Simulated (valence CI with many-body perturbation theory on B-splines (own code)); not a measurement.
Which ion has this spectrum?

A relativistic CI+MBPT calculation for an atom or ion with 15 electrons gives these levels (eV):

| J | Parity | E | g |
| --- | --- | --- | --- |
| 3/2 | odd | 0.000 | 1.99 |
| 3/2 | odd | 4.629 | 0.84 |
| 5/2 | odd | 4.921 | 1.20 |
| 1/2 | odd | 7.967 | 0.66 |
| 3/2 | odd | 8.367 | 1.30 |
| 5/2 | even | 28.996 | 1.60 |
| 3/2 | even | 29.752 | 1.73 |
| 1/2 | even | 30.116 | 2.67 |
| 3/2 | even | 35.929 | 0.81 |
| 5/2 | even | 36.051 | 1.20 |
| 3/2 | even | 41.352 | 1.33 |
| 1/2 | even | 41.854 | 0.97 |
| 1/2 | even | 43.290 | 1.70 |
| 3/2 | even | 45.591 | 0.42 |

The energies are calculated, with errors of perhaps 200 cm⁻¹, more in some levels.

Problem. Which is it?
A. Co12+
B. Cr9+
C. Sc6+
D. Mn10+

Solution. B. Cr9+, ground level 3s²3p³ ⁴S°_3/2.
